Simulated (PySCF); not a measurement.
CBrF2, SMILES F[C](Br)F (connectivity only; charge and spin as stated), charge +1, multiplicity 1. Geometry: B3LYP-D3(BJ)/def2-SVP. The multiplicity is an assumed one; other spin states were not compared. The isomer is the one that the SMILES or the coordinates give; other isomers of the formula were not compared.

TDDFT-PBE0/def2-SVPD (PySCF) puts the lowest singlet excitations at 4.39, 6.08, 7.25, 7.72, 7.92, 8.42 eV.

Task: What are the lowest excitation roots from PySCF 2.14.0 with ADC(2)/aug-cc-pVDZ? (An estimate is asked for; the answer gives what the named calculation found.)

Result: 4.62, 5.61, 7.34, 7.76, 7.97, 8.34 eV. S1 differs by 0.24 eV (second minus first; roots are paired by order, and the bases may differ).
